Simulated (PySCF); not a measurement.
A species of formula C5H13NOSi has this rotational fingerprint, computed with PBE0/pcSseg-1 in PySCF (dipole) on a GFN2-xTB geometry, gas phase:

- Rotational constants: A = 2442, B = 997.3, C = 802.4 MHz
- Dipole components: |μa| = 1.86 D, |μb| = 2.13 D, |μc| = 0.91 D
- Inertial defect: -83.88 u·Å²
- κ: -0.76

**Question.** Which structure is it? (One computed conformer of each.)
A. `[CH3:1][CH2:2][NH:3][SiH2:4][C@H:5]([CH3:6])[CH:7]=[O:8]` with C1–C2–N3–Si4 146°, C2–N3–Si4–C5 -170°, N3–Si4–C5–C6 60°, Si4–C5–C7–O8 -80°
B. `[CH3:1][CH2:2][C@@H:3]1[CH2:4][CH2:5][Si@@H:6]([OH:7])[NH:8]1` with C1–C2–C3–C4 -168°, C5–Si6–O7–H 54°, C2–C3–C4–C5 -151°, C3–C4–C5–Si6 40°, C4–C5–Si6–O7 -151°, C5–Si6–N8–C3 20°
C. `[CH3:1][C@H:2]([CH2:3][NH2:4])[C:5](=[O:6])[CH2:7][SiH3:8]` with C1–C2–C3–N4 169°, C2–C3–N4–H -62° and 56°, C1–C2–C5–O6 -158°, C2–C5–C7–Si8 167°
D. `[CH3:1][NH:2][C:3](=[O:4])[CH2:5][CH2:6][CH2:7][SiH3:8]` with C1–N2–C3–O4 -2°, N2–C3–C5–C6 -106°, C3–C5–C6–C7 64°, C5–C6–C7–Si8 64°
E. `[CH2:1]=[CH:2][Si@H:3]([OH:4])[N:5]([CH3:6])[CH2:7][CH3:8]` with C1–C2–Si3–O4 -153°, C2–Si3–O4–H 53°, C2–Si3–N5–C6 156°, Si3–N5–C7–C8 -82°
F. `[CH3:1][CH2:2][N:3]([CH2:4][SiH3:5])[C:6]([CH3:7])=[O:8]` with C1–C2–N3–C4 -85°, C2–N3–C4–Si5 -101°, C2–N3–C6–C7 -4°

**Answer.** D. It is CNC(=O)CCC[SiH3], an asymmetric top, point group C1. The candidates at the same level (rigid rotor, commonest isotopes):

| SMILES | A (MHz) | B (MHz) | C (MHz) | μa (D) | μb (D) | μc (D) | Δ (u·Å²) | point group | rotor |
| --- | --- | --- | --- | --- | --- | --- | --- | --- | --- |
| C=C[Si@H](O)N(C)CC | 1903 | 1461 | 928.1 | 0.76 | 0.55 | 0.13 | -66.93 | C1 | asymmetric top |
| CCN(C[SiH3])C(C)=O | 2035 | 1287 | 903.0 | 2.21 | 3.00 | 1.11 | -81.31 | C1 | asymmetric top |
| CCN[SiH2][C@H](C)C=O | 2640 | 838.9 | 789.9 | 2.49 | 1.89 | 0.34 | -154.09 | C1 | near-prolate asymmetric top |
| CNC(=O)CCC[SiH3] | 2442 | 997.3 | 802.4 | 1.86 | 2.13 | 0.91 | -83.88 | C1 | asymmetric top |
| C[C@H](CN)C(=O)C[SiH3] | 2530 | 1026 | 842.5 | 1.13 | 2.73 | 0.16 | -92.68 | C1 | asymmetric top |
| CC[C@@H]1CC[Si@@H](O)N1 | 3218 | 1042 | 851.1 | 1.41 | 0.21 | 1.25 | -48.35 | C1 | asymmetric top |

`CCN(C[SiH3])C(C)=O` has B 29 % too high; `C[C@H](CN)C(=O)C[SiH3]` has C 5 % too high; `CC[C@@H]1CC[Si@@H](O)N1` has A 32 % too high; `CCN[SiH2][C@H](C)C=O` has B 16 % too low; `C=C[Si@H](O)N(C)CC` has B 46 % too high. No structure here is proved a minimum.
